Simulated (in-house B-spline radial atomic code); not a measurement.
Whole-atom quantities along the 19-electron series, configuration 1s2 2s2 2p6 3s2 3p6 3d3/2(1). Breit and QED terms are first order and not part of the total energy; the density at the nucleus is averaged over the nuclear charge. Computed with a radial B-spline atomic code at the basis-set limit: Dirac-Hartree-Fock, jj configuration that fills j = l - 1/2 first, finite nuclei.

| ion | Z | E/Z² (Eh) | Σ<r²> (bohr²) | n(0)/Z³ (bohr⁻³) | Lamb diamagnetic shielding (ppm) | repulsion over attraction | Breit energy (eV) | self-energy (eV) | vacuum polarisation (eV) |
| --- | --- | --- | --- | --- | --- | --- | --- | --- | --- |
| Pd27+ | 46 | -2.1554 | 1.3233 | 1.3202 | 3910.85 | 0.077727 | 85.234 | 67.877 | -8.147 |
| Ag28+ | 47 | -2.1657 | 1.2518 | 1.356 | 4012.72 | 0.076139 | 91.463 | 73.196 | -8.923 |
| Cd29+ | 48 | -2.1758 | 1.1859 | 1.3912 | 4115.28 | 0.074608 | 97.997 | 78.815 | -9.7569 |
| In30+ | 49 | -2.1857 | 1.1249 | 1.4304 | 4218.55 | 0.073131 | 104.85 | 84.747 | -10.653 |
| Sn31+ | 50 | -2.1954 | 1.0684 | 1.47 | 4322.56 | 0.071706 | 112.02 | 91.003 | -11.614 |
| Sb32+ | 51 | -2.2049 | 1.0159 | 1.5116 | 4427.33 | 0.070329 | 119.52 | 97.595 | -12.644 |
| Te33+ | 52 | -2.2142 | 0.96706 | 1.5533 | 4532.89 | 0.068999 | 127.36 | 104.54 | -13.747 |
| I34+ | 53 | -2.2234 | 0.92156 | 1.5997 | 4639.27 | 0.067712 | 135.56 | 111.84 | -14.929 |
| Xe35+ | 54 | -2.2325 | 0.87908 | 1.6466 | 4746.5 | 0.066467 | 144.11 | 119.52 | -16.192 |
| Cs36+ | 55 | -2.2415 | 0.83937 | 1.6967 | 4854.61 | 0.065262 | 153.03 | 127.6 | -17.542 |
| Ba37+ | 56 | -2.2503 | 0.80219 | 1.748 | 4963.63 | 0.064094 | 162.32 | 136.08 | -18.983 |
| La38+ | 57 | -2.2591 | 0.76732 | 1.8028 | 5073.59 | 0.062961 | 172 | 144.98 | -20.523 |
| Ce39+ | 58 | -2.2677 | 0.73458 | 1.8597 | 5184.53 | 0.061863 | 182.08 | 154.33 | -22.165 |
| Pr40+ | 59 | -2.2763 | 0.70379 | 1.9199 | 5296.47 | 0.060797 | 192.57 | 164.12 | -23.916 |
| Nd41+ | 60 | -2.2848 | 0.67481 | 1.9825 | 5409.47 | 0.059763 | 203.47 | 174.4 | -25.783 |
| Pm42+ | 61 | -2.2933 | 0.64749 | 2.0452 | 5523.54 | 0.058757 | 214.79 | 185.16 | -27.769 |
| Sm43+ | 62 | -2.3017 | 0.62171 | 2.1036 | 5638.7 | 0.05778 | 226.56 | 196.43 | -29.881 |

With what power of Z does the column «Σ<r²> (bohr²)» change over this range?

A fit of the logarithm of its size against log Z from Z = 46 to 62 has slope -2.53. Unscreened non-relativistic hydrogenic orbitals would give -2.
